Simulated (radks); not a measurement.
Pm XXI, configuration [Kr] 4d5.

Calculated with a radial shooting solver on a logarithmic mesh with Libxc functionals: Dirac Kohn-Sham, LB94 model potential, spin-unpolarised, spherical densities, finite nucleus; open shells fill j = l - 1/2 first; Fermi nuclear charge, rms radius 4.962 fm.

Energy parts (Ry):
| part | energy |
|---|---|
| kinetic | 21414.7311 |
| electron-nucleus | -46698.4300 |
| Hartree | 5970.0776 |
(The LB94 potential has no energy functional, so no total or exchange-correlation energy is given.)

Orbitals (lengths in bohr, moments of r in powers of bohr):
orbital,occ.,eigenvalue (Ry),<1/r>,<r>,small-component weight
1s1/2,2,-3359.449,67.48,0.02315,5.14e-02
2s1/2,2,-581.1163,16.02,0.09824,1.13e-02
2p1/2,2,-553.0613,16.02,0.08221,1.13e-02
2p3/2,4,-511.4849,14.33,0.08873,1.06e-02
3s1/2,2,-158.1654,5.824,0.2588,3.53e-03
3p1/2,2,-146.0306,5.750,0.2482,3.48e-03
3p3/2,4,-137.6220,5.328,0.2605,3.27e-03
3d3/2,4,-116.5036,5.209,0.2317,3.16e-03
3d5/2,6,-114.6652,5.103,0.2355,3.10e-03
4s1/2,2,-59.91300,2.566,0.5627,1.25e-03
4p1/2,2,-55.15180,2.489,0.5689,1.19e-03
4p3/2,4,-53.00271,2.350,0.5913,1.13e-03
4d3/2,4,-45.05872,2.208,0.6011,1.02e-03
4d5/2,1,-44.62549,2.175,0.6078,1.01e-03
5s1/2,0,-31.40096,1.381,1.031,5.72e-04
5p1/2,0,-29.36533,1.339,1.058,5.50e-04
5p3/2,0,-28.55972,1.287,1.088,5.31e-04

The highest occupied level is 4d5/2 at -607.16 eV. For comparison, the ionisation energy in NIST's Atomic Spectra Database is 609 eV (theoretical). In exact Kohn-Sham theory the highest level is minus the ionisation energy, but local and semilocal functionals leave it too shallow, through self-interaction and a potential that decays too fast; potentials with the right tail come closer. The density falls to 0.001 e/bohr^3 at r = 1.54 bohr.

Beside tabulated values, note that spin-unpolarised runs miss the spin-polarisation part of the exchange energy of open shells.
